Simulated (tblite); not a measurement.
C₆H₅F₃O.
SMILES with atom numbers: `[CH3:1][C:2](=[O:3])[C@@H:4]1[CH:5]=[C:6]1[C:7]([F:8])([F:9])[F:10]` (hydrogens: H11, H12, H13 on C1; H14 on C4; H15 on C5)

Computed with GFN2-xTB (tblite), gas phase: Langevin dynamics at 300 K from the optimised GFN2-xTB geometry, time step 0.5 fs, friction 0.01 fs⁻¹, 2000 steps. The instantaneous temperature is 2·E(kin)/(3Nk) with all 3N coordinates.

```
t (fs)  T (K)  E(pot) above start (eV)  C1–C2 (Å)  C2=O3 (Å)  C2–C4 (Å)  C4–C5 (Å)  C5=C6 (Å)  C1–H11 (Å)  C1–C2–C4–C5 (°)
     0    239                    0.000      1.504      1.206      1.496      1.516      1.296       1.086             -159
    25     99                    0.311      1.532      1.192      1.470      1.507      1.306       1.133             -153
    50    245                    0.216      1.516      1.213      1.485      1.492      1.292       1.078             -152
    75    167                    0.329      1.535      1.222      1.475      1.516      1.324       1.070             -155
   100    146                    0.310      1.505      1.185      1.507      1.516      1.299       1.098             -163
   125    158                    0.284      1.511      1.218      1.507      1.509      1.291       1.098             -160
   150    238                    0.275      1.488      1.221      1.515      1.495      1.310       1.075             -161
   175    232                    0.499      1.492      1.184      1.489      1.513      1.297       1.084             -157
   200    362                    0.364      1.493      1.230      1.509      1.515      1.248       1.079             -157
   225    326                    0.405      1.481      1.218      1.576      1.562      1.318       1.098             -160
   250    200                    0.486      1.512      1.181      1.452      1.580      1.277       1.087             -161
   275    260                    0.528      1.500      1.227      1.496      1.511      1.307       1.085             -165
   300    331                    0.399      1.536      1.207      1.556      1.495      1.295       1.086             -170
   325    220                    0.442      1.477      1.194      1.464      1.480      1.278       1.094             -168
   350    216                    0.461      1.466      1.238      1.489      1.530      1.301       1.090             -171
   375    296                    0.342      1.510      1.196      1.577      1.496      1.298       1.074             -172
   400    262                    0.521      1.491      1.173      1.480      1.529      1.296       1.101             -165
   425    209                    0.520      1.503      1.254      1.532      1.551      1.326       1.127             -160
   450    237                    0.385      1.471      1.217      1.508      1.500      1.275       1.082             -157
   475    219                    0.444      1.479      1.155      1.521      1.544      1.301       1.077             -152
   500    258                    0.365      1.522      1.227      1.528      1.521      1.283       1.090             -152
   525    328                    0.398      1.516      1.220      1.468      1.478      1.300       1.055             -140
   550    381                    0.336      1.496      1.168      1.524      1.516      1.283       1.115             -137
   575    294                    0.460      1.469      1.239      1.521      1.585      1.307       1.101             -125
   600    298                    0.450      1.468      1.221      1.505      1.488      1.283       1.065             -117
   625    257                    0.524      1.497      1.198      1.509      1.509      1.324       1.087             -123
   650    412                    0.466      1.503      1.195      1.534      1.552      1.304       1.095             -128
   675    326                    0.427      1.482      1.219      1.446      1.528      1.291       1.062             -149
   700    339                    0.485      1.549      1.214      1.485      1.579      1.326       1.115             -146
   725    341                    0.611      1.565      1.182      1.444      1.486      1.254       1.090             -138
   750    437                    0.498      1.537      1.189      1.500      1.493      1.314       1.091             -140
   775    351                    0.489      1.471      1.212      1.526      1.530      1.296       1.129             -152
   800    359                    0.384      1.475      1.214      1.504      1.567      1.279       1.072             -153
   825    266                    0.428      1.478      1.184      1.518      1.478      1.321       1.095             -151
   850    376                    0.320      1.514      1.217      1.525      1.545      1.278       1.100             -146
   875    359                    0.519      1.538      1.225      1.492      1.526      1.304       1.119             -143
   900    366                    0.597      1.543      1.183      1.502      1.494      1.275       1.080             -143
   925    363                    0.689      1.558      1.179      1.533      1.587      1.280       1.076             -137
   950    334                    0.648      1.517      1.232      1.401      1.566      1.289       1.068             -131
   975    378                    0.569      1.569      1.211      1.557      1.467      1.296       1.100             -135
  1000    313                    0.656      1.525      1.208      1.567      1.475      1.324       1.085             -138
```

Question: From 500 fs on, how do temperature and potential energy compare with equipartition?

Answer: The mean temperature of these 21 frames is 340 K against the target 300 K, and the mean potential energy 0.49 eV against 39 × kT/2 = 0.50 eV for 39 classical harmonic modes. For 15 atoms in a canonical ensemble the temperature itself scatters by T·√(2/(3N)) = 63 K; here its standard deviation is 46 K. The whole run lasts only 10 friction times of 100 fs, so these averages carry a wide statistical error.

Question: What are the kinetic and total energies of the listed frame with the highest potential energy?

Answer: The one at 925 fs, 0.689 eV above the start. Its kinetic energy is 3NkT/2 = 0.705 eV at 363 K, so the sum is 1.39 eV; over the listed frames the sum runs from 0.46 to 1.39 eV, since the thermostat adds and removes energy.

Question: How much do the listed bonds fluctuate from 500 fs on?

Answer: 
```csv
bond,at the start (Å),mean (Å),standard deviation (Å)
C1–C2,1.504,1.514,0.032
C2=O3,1.206,1.207,0.019
C2–C4,1.496,1.504,0.038
C4–C5,1.516,1.522,0.038
C5=C6,1.296,1.296,0.019
C1–H11,1.086,1.090,0.019
```

The motion is classical and holds no zero-point motion.

What follows is the cost of the whole dynamics run. On one thread of an AMD EPYC 7B13, shared host with 64 logical CPUs at a one-minute load of 5.4, this took 14 s wall and 0.18 GiB of memory at its peak.
